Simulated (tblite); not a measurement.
Compound: C4H10Si.
Structure used (GFN2-xTB), in Å, numbered top down from 1:
```xyz
15
C4H10Si angstrom
C     -2.2948   -0.3149   -0.2772
C     -1.1743    0.6149    0.1777
Si     0.4183   -0.3192    0.6082
C      1.7849   -0.4792   -0.6779
C      2.0785    0.5494    0.4295
H     -3.1988    0.2488   -0.5035
H     -2.5333   -1.0380    0.5001
H     -2.0026   -0.8629   -1.1701
H     -1.5168    1.1793    1.0470
H     -0.9728    1.3454   -0.6072
H      0.2913   -1.3711    1.6082
H      2.4266   -1.3482   -0.6863
H      1.6602   -0.0759   -1.6734
H      2.8947    0.2984    1.0909
H      2.1345    1.5812    0.1123
```

Computed with GFN2-xTB (tblite): harmonic, unscaled wavenumbers at the GFN2-xTB geometry, gas phase. Errors from tens to a few hundred cm⁻¹ against measured bands are possible. Modes of hydrogen on silicon can be 10 to 20 % off. One conformer, not necessarily the lowest.

Harmonic wavenumbers (cm⁻¹): 45.7, 137.4, 152.8, 244.3, 285.2, 477.0, 605.9, 651.6, 681.9, 704.3, 730.1, 756.5, 795.7, 866.1, 985.5, 1024.6, 1028.1, 1059.4, 1074.7, 1086.6, 1161.1, 1241.6, 1294.1, 1420.8, 1437.4, 1456.3, 1479.6, 1511.0, 1514.9, 2304.4, 2968.3, 2983.4, 3012.0, 3026.9, 3035.4, 3054.7, 3062.9, 3066.3, 3083.3.

A = 9374, B = 2101, C = 2025 MHz; mass 86.055 u (most abundant isotopes); point group C1, symmetry number 1.

**Question.** What is the zero-point energy?

**Answer.** Half the sum of the wavenumbers: 27754 cm⁻¹ = 79.35 kcal/mol.

**Question.** Give the ideal-gas entropy at 298.15 K and 1 bar in the rigid-rotor, harmonic-oscillator model (classical rotation).

**Answer.** Translation 39.30, rotation 26.49, vibration 17.46: S = 83.2 cal/(mol K).

**Question.** And Cp and H(298.15 K) − H(0)?

**Answer.** Cp = 27.92 cal/(mol K), of which vibrations give 19.97 (their classical limit is 39 R = 77.5); H(298.15 K) − H(0) = 5.16 kcal/mol without the zero-point energy, 2.79 from vibrations.

**Question.** Which modes carry the vibrational entropy at 298.15 K?

**Answer.** 45.7 cm⁻¹: 5.00; 137.4 cm⁻¹: 2.84; 152.8 cm⁻¹: 2.64; 244.3 cm⁻¹: 1.77; 285.2 cm⁻¹: 1.50; 477.0 cm⁻¹: 0.72 cal/(mol K); the other 33 give 3.00 together.

**Question.** How do the functions run with temperature in this model?

**Answer.** 
```
T (K)  S (cal/(mol K))  Cp (cal/(mol K))  H − H(0) (kcal/mol)  G − H(0) (kcal/mol)  ln q(vib)
  100             62.1              14.2                 1.09                -5.12       1.05
  200             73.7              20.3                 2.80               -11.95       2.56
  300             83.4              28.1                 5.21               -19.81       4.11
  500            101.3              42.3                12.32               -38.31       7.39
  800            124.4              56.2                27.27               -72.27      12.41
 1000            137.7              62.4                39.16               -98.51      15.63
```

q(vib) and H(0) count from the zero-point level.

**Question.** What must be added to the electronic energy to get the Gibbs energy at 298.15 K and 1 bar?

**Answer.** ZPE + [H(298.15 K) − H(0)] − T·S = 79.35 + 5.16 − 24.82 = 59.69 kcal/mol.

**Question.** Blend soft modes into free rotors: weight 1/[1 + (100 cm⁻¹/ν̃)⁴] for the oscillator and the rest for a rotor with moment μB/(μ + B), μ = h/(8π²ν), B = 10⁻⁴⁴ kg m². What vibrational entropy results?

**Answer.** 16.07 cal/(mol K) in place of 17.46, which changes −T·S at 298.15 K by +0.41 kcal/mol.

Hindered rotation and anharmonicity are outside this model. Other conformers, if any are populated, would add a mixing term that is left out. The structure is chiral; the term R ln 2 for an equal mix with its mirror image is left out.
